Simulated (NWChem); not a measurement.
Species: C₂H₄F₂Si; SMILES F[SiH](C=C)F

```xyz
9

Si    -0.0234     0.5078    -0.4005
F      1.4928     0.4879     0.1625
F     -0.8437     1.5830     0.4847
C     -0.7287    -1.1823    -0.1814
C     -0.0010    -2.1794     0.3369
H     -0.0007     1.0191    -1.7898
H     -1.7646    -1.3819    -0.4839
H      1.0366    -2.0260     0.6527
H     -0.4078    -3.1879     0.4708
```
Atoms are numbered in this order, from 1.

Structure relaxed at the PBE0/def2-SVP level.

### Question
List the 4 lowest vertical singlet excitations from CAM-B3LYP/def2-SVP, TDA (NWChem).

### Answer
```tsv
state	energy (eV)	oscillator strength	leading excitation (squared amplitude)
S1	6.89	0.011	HOMO−1 → LUMO (0.92)
S2	8.03	0.553	HOMO → LUMO (0.86)
S3	8.56	0.014	HOMO → LUMO+1 (0.90)
S4	8.68	0.003	HOMO−2 → LUMO (0.58)
```
